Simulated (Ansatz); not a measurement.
```xyz
8

F     1.0812   -1.2326    2.3557
Ga    0.7737   -1.3633    0.6391
Br   -1.6061   -0.7098    0.4156
Ga   -0.7777    1.3690   -0.6456
F    -1.0094    1.0774   -2.3548
Br    1.6010    0.7871   -0.2740
H     1.1478   -2.5709   -0.2437
H    -1.2104    2.6431    0.1078
```

The species carries charge 0 and has multiplicity 1.

Q: List the CAM-B3LYP/def2-TZVPP orbital energies in eV (the Gaussian-basis code of Ansatz). (Best estimate.)

A: Ansatz gave: Occupied: -13142.04, -13142.04, -10141.04, -10141.04, -1703.53, -1703.53, -1535.26, -1535.26, -1535.25, -1535.25, -1535.21, -1535.21, -1252.59, -1252.59, -1109.87, -1109.87, -1109.84, -1109.84, -1109.77, -1109.77, -672.52, -672.52, -239.60, -239.60, -180.43, -180.43, -180.42, -180.42, -180.30, -180.30, -153.02, -153.02, -106.44, -106.43, -106.37, -106.36, -106.21, -106.20, -74.81, -74.81, -74.81, -74.81, -74.71, -74.71, -74.70, -74.70, -74.68, -74.68, -33.20, -33.20, -26.46, -26.26, -26.23, -26.21, -26.17, -26.13, -26.09, -26.09, -26.02, -25.92, -24.50, -23.89, -15.78, -15.47, -13.28, -13.22, -13.19, -12.91, -12.86, -12.81, -11.74, -11.54, -11.17, -11.06, -10.80, -10.59. Lowest empty: -0.37, 0.09, 0.10, 1.13, 1.15, 1.72, 3.20, 3.56.
